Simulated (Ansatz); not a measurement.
Program: Ansatz. Geometries: PBE0-D4/def2-TZVP. ΔE: electronic, gas phase. CBS: MP2 limit from def2 TZ/QZ plus the TZ coupled-cluster correction, frozen cores. DFT in def2-TZVPP. Each species was taken in one conformer, which may not be the lowest.

Consider the substitution at a C–Si bond: `FC[SiH2][SiH3]` + `OCF` → `FCOCF` + disilane.

(1) Is it downhill or uphill in electronic energy at CCSD(T)/CBS, and by how much? (Estimate.)

(2) What do these levels give: PBE-D4, r2SCAN-D4, r2SCAN, PBE0, HF/def2-TZVPP, MP2/def2-TZVPP, SCS-MP2/def2-TZVPP, CCSD/def2-TZVPP, HF/def2-QZVPP, MP2/def2-QZVPP, SCS-MP2/def2-QZVPP, CCSD/CBS(def2)? (An estimate is asked.)

Largest T1 diagnostic among the species: 0.013.

Results:

(1) Computed: Uphill: ΔE = +0.18 eV.

(2) Computed: PBE-D4 0.19, r2SCAN-D4 0.14, r2SCAN 0.13, PBE0 0.16, HF/def2-TZVPP 0.02, MP2/def2-TZVPP 0.16, SCS-MP2/def2-TZVPP 0.13, CCSD/def2-TZVPP 0.12, HF/def2-QZVPP 0.02, MP2/def2-QZVPP 0.20, SCS-MP2/def2-QZVPP 0.16, CCSD/CBS(def2) 0.18 eV.

In def2-TZVPP, CCSD(T) changes the Hartree–Fock value by +0.10 eV (the triples alone add +0.00 eV) and MP2 by +0.14 eV.
